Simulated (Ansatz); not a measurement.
`[SiH3][Ga]([SiH3])[SiH3]`. The species carries charge 0 and has multiplicity 1. Geometry: relaxed with PBE0-D4/def2-TZVP.

```xyz
13

Si    1.814    1.161    1.102
Ga   -0.050    0.082   -0.001
Si   -0.109   -0.056   -2.415
Si   -1.750   -1.031    1.313
H     1.455    1.700    2.443
H     2.885    0.140    1.299
H     2.394    2.270    0.295
H    -1.496   -0.149   -2.951
H     0.566    1.097   -3.074
H     0.616   -1.295   -2.823
H    -3.066   -1.092    0.617
H    -1.302   -2.434    1.552
H    -1.958   -0.392    2.643
```

(1) What is the dipole moment at r2SCAN/def2-TZVPP? (Best estimate.)

(2) And with PBE, B3LYP, ωB97M-V? (Best estimate.)

(3) Give the Mulliken charges with r2SCAN, B3LYP, ωB97M-V in def2-TZVPP. (An estimate is asked.)

Answers

(1) The calculation gave: 0.21 D, with components (-0.11, 0.18, 0.00) D in this frame, pointing from negative to positive charge.

(2) Ansatz gave: PBE 0.20 D, B3LYP 0.25 D, ωB97M-V 0.27 D.

(3) The calculation gave: 
| atom | r2SCAN | B3LYP | ωB97M-V |
| --- | --- | --- | --- |
| Si1 | 0.09 | 0.09 | 0.01 |
| Ga2 | 0.24 | 0.19 | 0.10 |
| Si3 | 0.09 | 0.09 | 0.01 |
| Si4 | 0.09 | 0.09 | 0.01 |
| H5 | -0.06 | -0.05 | -0.01 |
| H6 | -0.06 | -0.05 | -0.02 |
| H7 | -0.06 | -0.05 | -0.01 |
| H8 | -0.06 | -0.05 | -0.01 |
| H9 | -0.06 | -0.05 | -0.01 |
| H10 | -0.06 | -0.05 | -0.02 |
| H11 | -0.06 | -0.05 | -0.01 |
| H12 | -0.06 | -0.05 | -0.02 |
| H13 | -0.06 | -0.05 | -0.01 |

B3LYP here is the variant with VWN-RPA as its local correlation; programs differ in this.
